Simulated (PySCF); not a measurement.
Computed properties of Si(H)(SiH3) (H₄Si₂), SMILES [SiH][SiH3]

Si(H)(SiH3) (H4Si2), SMILES [SiH][SiH3] (connectivity only; charge and spin as stated), neutral, multiplicity 1. Geometry: ωB97X-D3(BJ)/def2-TZVP. The isomer is the one that the SMILES or the coordinates give; other isomers of the formula were not compared. The values are those of a single conformer. All values are computed for the isolated molecule unless a solvent is named; none is compared with measurement here.

**Structure.** The optimised structure has Cs symmetry. All 12 harmonic modes at ωB97X-D3(BJ)/def2-TZVP (PySCF) are real, so it is a minimum.

**Vibrations.** The strongest infrared lines (harmonic, unscaled, degenerate partners summed) lie at 886 cm⁻¹ (219 km/mol, H 90 %, Si 10 %), 2079 cm⁻¹ (173 km/mol, H 97 %), 2234 cm⁻¹ (128 km/mol, H 96 %). The softest mode is at 79 cm⁻¹ and the zero-point energy is 19.4 kcal/mol.

**Electronic structure.** PBE0/def2-TZVPD (PySCF) places the frontier levels at -6.64 and -3.38 eV, a gap of 3.26 eV, and gives a dipole moment of 0.17 D and a mean polarisability of 67.9 bohr³. PBE/def2-TZVPD (PySCF) at the same geometry gives -5.68 and -4.26 eV, so its gap is 1.84 eV narrower. An orbital gap is neither the optical nor the fundamental gap.

**Excitations.** TDDFT-ωB97X/def2-TZVPD (PySCF) has S1 at 1.80 eV (690 nm, f = 0.005, weak); the most intense of the 10 singlets computed lies at 6.25 eV (f = 0.36). T1 (TDA) is at 0.87 eV. TDDFT-PBE/def2-TZVPD (PySCF) puts S1 at 1.80 eV.

**NMR.** GIAO shifts at HF/pcSseg-2 (PySCF) (non-relativistic, atoms alike by connectivity averaged): ¹H from 4.0 to 20.3 ppm against TMS; ²⁹Si from -85.2 to 1131.9 ppm against TMS.

**Solvation.** SMD-PBE0/6-31G* (PySCF) gives 0.3 kcal/mol in water, -2.0 kcal/mol in 1-octanol, -1.7 kcal/mol in N,N-dimethylformamide (1 M in both phases, gas-phase geometry); of these solvents 1-octanol holds the molecule best.
